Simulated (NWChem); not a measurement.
System: BeCl, doublet; SMILES [Be][Cl]

The following NWChem deck was run.

```
start job
memory heap 200 mb stack 900 mb global 1100 mb
geometry units angstroms noautoz
  Be     0.000000     0.000000    -1.469034
  Cl     0.000000     0.000000     0.369139
end
basis spherical
  * library def2-svp
end
dft
  odft
  mult 2
  xc b3lyp
  iterations 150
  mulliken
end
task dft energy
```

All runs use the structure optimised with PBE0/def2-SVP, spin-unrestricted. The spin multiplicity was typed, not searched, and may not be the lowest. No stability test was run on the SCF state.

### Question
What results follow from this input? (B3LYP/def2-SVP, spin-unrestricted.) Quantities: energy (Ha); highest occupied level (eV); lowest empty minus highest occupied level, either spin (eV); dipole (D); <S²>.

### Answer
| Quantity | Result |
|---|---|
| energy (Ha) | -474.81 |
| highest occupied level (eV) | -6.06 |
| lowest empty minus highest occupied level, either spin (eV) | 3.44 |
| dipole (D) | 0.81 |
| <S²> | 0.751 |
